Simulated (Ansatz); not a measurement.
**Two structures, one formula**

The two ends of one reaction step of CH7GeN, singlet (PBE0-D4/def2-TZVP).

A:

```xyz
10
angstrom
Ge -0.5850 -0.0590 -0.3914
C 1.1760 0.7663 -0.4537
N -0.8067 -0.7508 1.3065
H -0.1742 -1.5097 1.5231
H -0.7025 -1.1224 -1.5147
H -1.7150 0.9709 -0.5763
H 1.3486 1.2320 -1.4250
H 1.9510 0.0154 -0.2898
H 1.2552 1.5258 0.3247
H -1.7475 -1.0684 1.4968
```

B:

```xyz
10
angstrom
Ge -1.7110 -0.2489 -0.2384
C 1.7382 0.5920 -0.0460
N -1.9590 -1.0843 1.2252
H 1.3256 0.1109 0.8411
H -1.3306 -0.8144 -1.6223
H -1.8928 1.2690 -0.2347
H 1.6191 -0.0617 -0.9109
H 2.7993 0.7860 0.1094
H 1.2255 1.5378 -0.2237
H -1.8142 -2.0863 1.1004
```

Ansatz 0.2.0; basis: def2-TZVPP; cores frozen in the correlated methods. Filled d shells of the heavier atoms are correlated. The def2 sets are not built for correlating such inner shells, so the correlated values are less sure here. B3LYP uses VWN-RPA correlation.

(1) Which structure is lower at CCSD(T), and by how much? (An estimate is asked for; the value comes from the calculation.)

T1 diagnostic: at most 0.017. The restricted Hartree–Fock reference is unstable towards an unrestricted one at one or more of these structures.

Answers

(1) By the calculation: A, by 46.96 kcal/mol (electronic energy, against the other). By their contacts, A is CH₇GeN ([CH3][GeH2][NH2]) and B is a complex of GeNH₃ ([NH][GeH2]) + CH₄.

All methods give the same order:

```
      method  E(B) − E(A) (kcal/mol)
       SPW92                   50.36
      PBE-D4                   43.39
     BLYP-D4                   38.96
   r2SCAN-D4                   47.13
      B97M-V                   45.79
     PBE0-D4                   49.97
    B3LYP-D4                   44.93
  r2SCAN0-D4                   51.90
    BHLYP-D4                   51.83
CAM-B3LYP-D4                   49.18
     wB97X-V                   51.28
     wB97M-V                   49.70
      B2PLYP                   44.77
    PBE-QIDH                   52.07
  RPA on PBE                   43.99
          HF                   54.81
         MP2                   47.27
        CCSD                   49.43
     CCSD(T)                   46.96
```

Labels in which every atom is bracketed show which atoms are joined, not bond orders.

For scale, one of the runs: CCSD(T)/def2-TZVPP, 208 basis functions, launched by `ansatz run in.yaml --threads 4 --pin off --events-out ev --progress --plain --max-ram 9574MiB`. Time: 61 s of wall clock on 4 CPU threads of an Arm Neoverse V1; the host was shared. Peak host memory: 2.8 GiB.
